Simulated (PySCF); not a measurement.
A calculated (UHF, PySCF 2.14, def2-TZVP, no relativity, point nucleus) atom or ion has these occupied shells.

```
shell  electrons  orbital energy (eV)  rms radius, mean of both spins (bohr)
 1s α          1              -915.47                                  0.183
 1s β          1              -913.78                                  0.183
 2s α          1              -74.396                                  0.944
 2s β          1              -68.255                                  0.944
 2p α          3              -44.942                                  0.993
 2p β          2              -42.103                                  0.993
```

Task: Name the element and its charge.

Result: Ne+ (neon, charge +1), in [He] 2s2 2p5, 2P determinant.
